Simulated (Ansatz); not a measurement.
Cost and result for the atomization energy of C₂H₆O₂Si (`CO[Si]OC`) (11 atoms, 10 bonds).

Z-matrix (Å, degrees):
```
C
O 1 1.407
H 1 1.093 2 111.9
H 1 1.094 2 110.5 3 121.5
H 1 1.092 2 108.7 3 -119.8
Si 2 1.642 1 139.2 3 -33.6
O 6 1.642 2 108.4 1 -7.5
C 7 1.407 6 139.2 2 -7.5
H 8 1.092 7 108.7 6 -153.2
H 8 1.093 7 111.9 6 -33.4
H 8 1.094 7 110.5 6 88.0
```

The species carries charge 0 and has multiplicity 1. All single points use the PBE0-D4/def2-TZVP geometry. It is one conformer, not always the lowest. Program: Ansatz. All runs use 4 threads of a server CPU on a shared host. Times are those of one run each, without the atoms' runs, and a repeat can differ threefold. Electronic energies, without spin–orbit coupling; frozen cores. CCSD(T)/CBS adds CCSD(T) − MP2 in def2-TZVPP to the MP2 limit, and its time is that of the two runs behind it. T1 = 0.014. B3LYP takes the VWN-RPA correlation (the form of Gaussian; ORCA's B3LYP/G). HSE06 is the plane-wave form, built on full-range PBE exchange.

CCSD(T)/CBS is a level of theory with its own doubt, some kJ/mol a heavy atom from the limit and from the frozen cores, so smaller differences don't rank the functionals.

```tsv
level	functions	wall time
revPBE-D4/def2-TZVPP	250	2.8 s
PBE0-D4/def2-TZVPP	250	2.8 s
BHLYP-D4/def2-TZVPP	250	2.8 s
HSE06-D4/def2-TZVPP	250	3.1 s
r2SCAN-D4/def2-TZVPP (with forces)	250	4.5 s
B3LYP-D4/def2-TZVPP (with forces)	250	4.6 s
CCSD(T)/def2-SVP	104	5 s
B2PLYP/def2-TZVPP	250	6 s
ωB97X-V/def2-TZVPP	250	7 s
B97M-V/def2-TZVPP	250	9 s
MP2/def2-QZVPP	478	25 s
CCSD(T)/def2-TZVPP	250	2.7 min
CCSD(T)/CBS(def2)	–	3.1 min
```

What atomization energy does each give, and how far from CCSD(T)/CBS? (An estimate is asked.)

Computed: 
```
                             level  atomization (kJ/mol)  difference from CCSD(T)/CBS  per bond
              revPBE-D4/def2-TZVPP                4246.9                        -33.5      -3.3
                PBE0-D4/def2-TZVPP                4261.4                        -19.0      -1.9
               BHLYP-D4/def2-TZVPP                4132.3                       -148.1     -14.8
               HSE06-D4/def2-TZVPP                4264.9                        -15.5      -1.6
r2SCAN-D4/def2-TZVPP (with forces)                4274.5                         -5.9      -0.6
 B3LYP-D4/def2-TZVPP (with forces)                4278.8                         -1.6      -0.2
                  CCSD(T)/def2-SVP                4016.2                       -264.2     -26.4
                 B2PLYP/def2-TZVPP                4234.2                        -46.2      -4.6
                ωB97X-V/def2-TZVPP                4283.4                          3.0       0.3
                 B97M-V/def2-TZVPP                4277.1                         -3.3      -0.3
                    MP2/def2-QZVPP                4313.3                         32.9       3.3
                CCSD(T)/def2-TZVPP                4164.1                       -116.3     -11.6
                 CCSD(T)/CBS(def2)                4280.4                          0.0       0.0
```

The D4 term adds +34.9 kJ/mol with B3LYP and +18.4 kJ/mol with PBE0; it sums over pairs of atoms, weighted by their polarisabilities, and B3LYP, whose exchange is more repulsive, gets the larger term. In def2-TZVPP, CCSD(T) changes the Hartree–Fock value by +1101.1 kJ/mol (the triples alone add +65.5 kJ/mol) and MP2 by +1180.4 kJ/mol; breaking electron pairs costs correlation energy, which Hartree–Fock lacks. From r2SCAN to r2SCAN0 (25 % exact exchange), in def2-TZVPP and without D4, the atomization energy moves by −81.9 kJ/mol: exact exchange takes away binding that semilocal exchange gives to molecules.
